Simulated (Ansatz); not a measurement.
TiS₂⁻. Total charge -1; doublet. Geometry PBE-D4/def2-TZVPD; atoms count from 1.

```csv
atom,x (Å),y (Å),z (Å)
Ti1,0.289,-0.511,-0.443
S2,-1.505,0.530,-0.980
S3,1.216,-0.019,1.424
```

The structure comes from a short search, and lower isomers may exist.

**Question.** Estimate the Mulliken populations from the PBE0/def2-TZVPD orbitals of Ansatz.

**Answer.** 
```tsv
atom	charge (e)	spin (α − β)	d electrons
Ti1	0.41	1.36	2.60
S2	-0.70	-0.18	–
S3	-0.70	-0.18	–
```
Mulliken values and Mayer orders depend strongly on the basis. With diffuse functions, as here, like atoms can get unlike values, and bond orders can come out too low or too high.

**Question.** Where does the spin sit?

**Answer.** Summed by element: Ti 1.36, S -0.36, of 1 unpaired in all. Largest on single atoms: Ti1 1.36, S2 -0.18, S3 -0.18.

**Question.** And the Mayer bond orders between bonded heavy atoms (over 0.3)?

**Answer.** Ti1–S2 1.86 (2.14 Å); Ti1–S3 1.86 (2.14 Å).
